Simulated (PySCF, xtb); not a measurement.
C2H7NSi2, SMILES N#CC[SiH2][SiH3].

GFN2-xTB (xtb 6.7.1) at its own geometry gives an orbital gap of 4.40 eV and a dipole moment of 3.83 D.

Coordinates come from a B3LYP-D3(BJ)/def2-SVP optimisation. This is a generated structure with no PubChem entry under its InChIKey; it may be hypothetical. The values are those of a single conformer.

Problem. What does ωB97X/def2-TZVP in PySCF give? (Estimate from the structure and the level; the computed values follow.)

Solution. gap 12.39 eV (levels -10.84 and 1.56 eV), dipole 3.88 D.
